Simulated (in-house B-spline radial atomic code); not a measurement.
The numbers below are computed, except where a source is named.
**Extrapolating the RPA correlation energy in partial waves: K IX (K8+)**

All-electron RPA on PBE0 orbitals from a B-spline radial code for spherical atoms, scalar-relativistic (spin-free one-electron X2C), finite nucleus, configuration [Ne] 3s1, highest spin. With empty states up to angular momentum L the sums are:

```
L  E_c(L) (hartree)
3         -0.604469
4         -0.640117
5         -0.654168
6         -0.660799
7         -0.664324
```

For large l each further wave adds A/(l + 1/2)⁴, because the basis must build the cusp where two electrons meet.

(1) Estimate the limit from L = 6 and L = 7.

(2) How good is the estimate?

Results:

(1) Wave 7 adds -0.003525, against a sum of (l + 1/2)⁻⁴ of 3.16049e-04, so A = -11.153. The sum over l > 7 is ζ(4, 8.5) = 6.4602e-04, close to 1/(3 × 8³) = 6.5104e-04. The tail is -0.007205 and the limit -0.67153 hartree.

(2) A run to L = 11 sums to -0.66896 and extrapolates to -0.67077 hartree, 0.10 millihartree from the run before. The estimate differs from that by -0.76 millihartree, while the bare sum at L = 7 misses 6.4 millihartree (1.0 %).
